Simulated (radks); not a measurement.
Excited configurations of Ce42+: one electron is placed in a higher orbital outside [Ne] 3s2 3p3. The ground configuration is [Ne] 3s2 3p4. All-electron calculation, scalar-relativistic Kohn-Sham, PBEsol, spin-unpolarised, spherical densities, finite nucleus; Fermi nuclear charge, rms radius 4.8771 fm. Program: a radial shooting solver on a logarithmic mesh with Libxc functionals. Excitation = E - E(ground); binding = E(ion) - E, where the ion is the core of charge +43; n* = 43/sqrt(2 binding) in atomic units.

| outer orbital | excitation (eV) | binding (eV) | eigenvalue (eV) | <r> (bohr) |
|---|---|---|---|---|
| 3d | 226.32 | 3085.4 | -3033.0 | 0.2181 |
| 4p | 1541.5 | 1770.3 | -1747.9 | 0.4748 |
| 4d | 1631.0 | 1680.8 | -1656.7 | 0.4532 |
| 5s | 2165.2 | 1146.6 | -1134.1 | 0.7671 |
| 5d | 2249.6 | 1062.1 | -1049.4 | 0.7580 |
| 5f | 2279.9 | 1031.8 | -1018.0 | 0.7106 |
| 6s | 2532.6 | 779.10 | -771.02 | 1.128 |
| 6d | 2580.2 | 731.53 | -723.28 | 1.131 |
| 6f | 2596.7 | 714.99 | -706.02 | 1.088 |
| 7s | 2747.9 | 563.85 | -558.04 | 1.558 |
| 7d | 2777.2 | 534.51 | -528.66 | 1.574 |

The Delta-SCF ionisation energy is 3311.7 eV (NIST Atomic Spectra Database: 3274 eV, theoretical). Self-interaction in the functional shifts the binding energies and quantum defects, so they are the method's values and not measured ones. Spin polarisation and multiplet splitting are left out, so open shells lie too high by an amount that depends on their filling. Spin-orbit splitting is averaged out at the scalar-relativistic level.

Beside tabulated values, note that spin-unpolarised runs miss the spin-polarisation part of the exchange energy of open shells.
